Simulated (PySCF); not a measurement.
Cl3H2NSi, SMILES Cl[Si](Cl)(Cl)N.

Coordinates come from a B3LYP-D3(BJ)/def2-SVP optimisation. The values are those of a single conformer.

All values below come from B3LYP/def2-TZVP run with PySCF.

| Quantity | Value |
|---|---|
| total energy | -1726.38340 hartree |
| point group | Cs |
| highest occupied level | -8.08 eV |
| lowest empty level | -0.38 eV |
| orbital gap | 7.71 eV |
| dipole moment | 2.47 D |
| quadrupole, principal values (traceless, Buckingham form, about the centre of nuclear charge) | -6.78, -0.94, 7.72 D·Å |
| mean static polarisability | 64.6 bohr³ (9.58 Å³) |
| polarisability, principal values | 59.5, 66.5, 67.9 bohr³ |
